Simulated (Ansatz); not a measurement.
Coupled-cluster diagnostics for the cluster Si₅F₃, Ansatz.

Geometry of the doublet (B3LYP-D4/def2-SVP):

```xyz
8

Si   -0.6403    1.6139    1.1614
Si    1.1391    0.1403   -2.5361
Si    1.5413   -0.8228   -0.2192
Si   -0.5196    0.3317   -0.7996
Si    0.1556   -0.4894    1.5534
F     0.7290   -1.1959   -3.3972
F    -2.1195    2.1032    1.6647
F    -0.2858   -1.6810    2.5726
```

Correlated methods freeze 28 core orbitals. Another isomer (doublet) lies 0.98 eV lower at PBE0-D4/def2-TZVP; other spin states weren't run for this one.

(1) Estimate the CCSD(T) correlation energy, the shares of MP2 and (T), T1 and the reference's ⟨S²⟩ for: charge 0, doublet, own geometry in def2-SVP; and the rough time on 4 threads of Arm Neoverse V2 on a shared host.

Answers

(1) 
| state | basis | correlation (eV) | MP2 share (%) | (T) share (%) | T1 | ⟨S²⟩ (pure) | wall time | remarks |
| --- | --- | --- | --- | --- | --- | --- | --- | --- |
| charge 0, doublet, own geometry | def2-SVP | -29.062 | 92.1 | 4.0 | 0.038 | 1.11 (0.75) | 63 s | spin-contaminated |
Customary marks for T1 are 0.02 (closed shells), 0.045 (open shells) and about 0.05 (3d metals). T1 exceeds 0.02 in 1 of 1 rows and 0.045 in 0; the higher it lies, the less the single-reference result can be trusted.
